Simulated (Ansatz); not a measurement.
Gas-phase electronic energies from Ansatz, PBE0-D4/def2-TZVP geometries. CBS: MP2 limit from def2 TZ/QZ plus the TZ coupled-cluster correction, frozen cores. This one scheme is used for every species. DFT in def2-TZVPP. def2 core potentials past Kr. For Ge, Sn outer-core shells are correlated without core-valence functions, which leaves a few kJ/mol of doubt a bond. Scalar relativity is left out up to krypton. One conformer a species, not always the lowest.

Consider the cleavage of the Sn–Ge bond: `[F][SnH2][GeH3]` + H₂S → `[F][SnH2][SH]` + GeH₄.

| level | ΔE (kcal/mol) |
| --- | --- |
| BHLYP-D4 | -4.7 |
| PBE | -4.1 |
| CAM-B3LYP | -4.8 |
| HF/def2-SVP | -5.9 |
| MP2/def2-TZVPP | -5.4 |
| CCSD(T)/def2-TZVPP | -4.8 |
| SCS-MP2/def2-QZVPP | -5.6 |
| HF/CBS(def2) | -6.6 |

Task: What does CCSD(T)/CBS give? (An estimate is asked.)

Result: Ansatz gave: -4.7 kcal/mol. The listed levels differ from it by 0.0, 0.6, -0.1, -1.2, -0.7, -0.1, -0.9, -1.9 kcal/mol.

Largest T1 diagnostic among the species: 0.013.

In def2-TZVPP, CCSD(T) changes the Hartree–Fock value by +1.6 kcal/mol (the triples alone add −0.3 kcal/mol) and MP2 by +1.0 kcal/mol. From BLYP to BHLYP (50 % exact exchange), in def2-TZVPP and without D4, ΔE moves by −0.8 kcal/mol. Leaving LDA and LC-ωPBE aside and taking each functional with its dispersion term where it has one, the values, not all of them listed here, spread over 3.5 kcal/mol, from B97M-V to PBE-D4.

CCSD(T)/CBS has its own doubt, a few kJ/mol and more with outer-core shells, so smaller differences from it don't rank the levels.
